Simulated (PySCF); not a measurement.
**NaAs: script and output**

File input.py (PySCF 2.14):

```python
from pyscf import gto, scf, mp

mol = gto.M(
    atom='Na 0 0 0; As 0 0 2.888',
    basis='6-31g*',
    charge=0,
    spin=2,
    verbose=4,
)
mf = scf.UHF(mol)
mf.kernel()
mp.MP2(mf, frozen=10).kernel()
mf.dip_moment()
print('orbital energies (hartree):', [e[max(0, n-3):n+3].round(4) for e, n in zip(mf.mo_energy, mol.nelec)])
```

```bash
$ OMP_NUM_THREADS=1 python input.py
```

Output (some set-up lines and the per-cycle HOMO/LUMO lines with their warnings removed):

```
PySCF version 2.14.0

[INPUT] Symbol           X                Y                Z      unit          X                Y                Z       unit  Magmom
[INPUT]  1 Na     0.000000000000   0.000000000000   0.000000000000 AA    0.000000000000   0.000000000000   0.000000000000 Bohr   0.0
[INPUT]  2 As     0.000000000000   0.000000000000   2.888000000000 AA    0.000000000000   0.000000000000   5.457529047744 Bohr   0.0

nuclear repulsion = 66.5136175775485
number of shells = 20
number of NR pGTOs = 146
number of NR cGTOs = 50
basis = 6-31g*
ecp = {}

******** <class 'pyscf.scf.uhf.UHF'> ********
method = UHF
initial guess = minao
damping factor = 0
level_shift factor = 0
DIIS = <class 'pyscf.scf.diis.CDIIS'>
SCF conv_tol = 1e-09
SCF max_cycles = 50
number electrons alpha = 23  beta = 21
init E= -2394.70352074567

cycle= 1 E= -2395.74121241012  delta_E= -1.04  |g|= 0.0843  |ddm|= 0.944
cycle= 2 E= -2395.74918297635  delta_E= -0.00797  |g|= 0.0268  |ddm|= 0.224
cycle= 3 E= -2395.75028901781  delta_E= -0.00111  |g|= 0.0131  |ddm|= 0.0724
cycle= 4 E= -2395.75056618488  delta_E= -0.000277  |g|= 0.00658  |ddm|= 0.0291
cycle= 5 E= -2395.75075350662  delta_E= -0.000187  |g|= 0.00519  |ddm|= 0.0233
cycle= 6 E= -2395.75104529122  delta_E= -0.000292  |g|= 0.00428  |ddm|= 0.041
cycle= 7 E= -2395.75160199079  delta_E= -0.000557  |g|= 0.00254  |ddm|= 0.109
cycle= 8 E= -2395.75179990015  delta_E= -0.000198  |g|= 0.00126  |ddm|= 0.0791
cycle= 9 E= -2395.75182367609  delta_E= -2.38e-05  |g|= 0.0006  |ddm|= 0.0194
cycle= 10 E= -2395.7518353244  delta_E= -1.16e-05  |g|= 0.000397  |ddm|= 0.0262
cycle= 11 E= -2395.75183575052  delta_E= -4.26e-07  |g|= 0.000124  |ddm|= 0.00281
cycle= 12 E= -2395.75183580471  delta_E= -5.42e-08  |g|= 2.68e-05  |ddm|= 0.00142
cycle= 13 E= -2395.75183580558  delta_E= -8.65e-10  |g|= 1.94e-05  |ddm|= 0.000204
Extra cycle  E= -2395.75183580623  delta_E= -6.54e-10  |g|= 1e-05  |ddm|= 5.58e-05
converged SCF energy = -2395.75183580623  <S^2> = 2.1931685  2S+1 = 3.1261277

******** <class 'pyscf.mp.ump2.UMP2'> ********
nocc = (np.int64(13), np.int64(11)), nmo = (40, 40)
frozen orbitals 10
E(UMP2) = -2395.97996359924  E_corr = -0.228127793005475
E(SCS-UMP2) = -2395.96064874487  E_corr = -0.208812938641652
E_corr(same-spin) = -0.0749312457287516
E_corr(oppo-spin) = -0.153196547276723
Dipole moment(X, Y, Z, Debye): -0.00000, -0.00000, -6.81999
orbital energies (hartree): [array([-0.3065, -0.3065, -0.2862,  0.0006,  0.0456,  0.0456]), array([-1.5366, -0.5374, -0.1998, -0.0039,  0.0271,  0.0271])]
```

In short: E(SCF) = -2395.751836 Eh, 13 cycles, E(MP2) − E(SCF) = -0.22813 Eh, ⟨S²⟩ = 2.193, μz(SCF) = -6.82 D.

Hardware: Arm Neoverse V2, 1 thread, shared host. Wall time 1.2 s, peak memory 0.12 GiB.

The bond length is a typed value, not an optimised one. No search for the lowest solution was made.
